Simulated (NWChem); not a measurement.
# CdF2; SMILES [F][Cd][F]

```xyz
3

Cd     0.0000     0.0000    -0.4601
F      1.9186     0.0000    -0.4601
F     -1.9186     0.0000    -0.4601
```
Atoms are numbered in this order, from 1.

Coordinates come from a PBE0/def2-SVP optimisation. No frequency run checked for a minimum. def2 effective core potentials on Cd; no spin-orbit coupling.

Problem. List the 4 lowest vertical singlet excitations from PBE0/def2-SVPD with def2 effective core potentials on Cd, TDA (NWChem).

Solution. 
```tsv
state	energy (eV)	oscillator strength	leading excitation (squared amplitude)
S1	5.94	0.000	HOMO−1 → LUMO (0.93)
S2	5.94	0.000	HOMO → LUMO (0.93)
S3	6.58	0.032	HOMO−3 → LUMO (0.98)
S4	6.58	0.032	HOMO−2 → LUMO (0.98)
```
